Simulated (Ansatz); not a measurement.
GaHCl₂⁻, that is GaCl2H with one electron more. The state is a doublet with charge -1. Geometry PBE-D4/def2-TZVP, that of the neutral singlet; atoms count from 1.

```tsv
atom	x (Å)	y (Å)	z (Å)
Ga1	-0.1830	-0.0068	-0.0406
Cl2	0.6879	1.5937	1.0904
Cl3	1.1950	-1.5237	-0.6727
H4	-1.6999	-0.0632	-0.3771
```

The highest occupied level of the charge -1 doublet lies above zero (up to 1.52 eV). By energy differences its removal costs 0.20 eV (vertical, to the charge 0 singlet, at PBE0-D4/def2-TZVPD); a positive level beside a positive removal energy at the same level points to self-interaction error.

(1) Estimate the Mulliken populations from the PBE0/def2-TZVPD orbitals of Ansatz.

(2) Where does the spin sit?

(3) And the Mayer bond orders between bonded heavy atoms (over 0.3)?

## Answers

(1) 
```json
{"atom": "Ga1", "charge (e)": "-0.09", "spin (α − β)": "0.95"}
{"atom": "Cl2", "charge (e)": "-0.44", "spin (α − β)": "0.06"}
{"atom": "Cl3", "charge (e)": "-0.44", "spin (α − β)": "0.06"}
{"atom": "H4", "charge (e)": "-0.04", "spin (α − β)": "-0.07"}
```
Mulliken values and Mayer orders depend strongly on the basis. With diffuse functions, as here, like atoms can get unlike values, and bond orders can come out too low or too high.

(2) Summed by element: Ga 0.95, Cl 0.13, H -0.07, of 1 unpaired in all. Largest on single atoms: Ga1 0.95, H4 -0.07, Cl2 0.06.

(3) Ga1–Cl2 1.04 (2.14 Å); Ga1–Cl3 1.04 (2.14 Å).
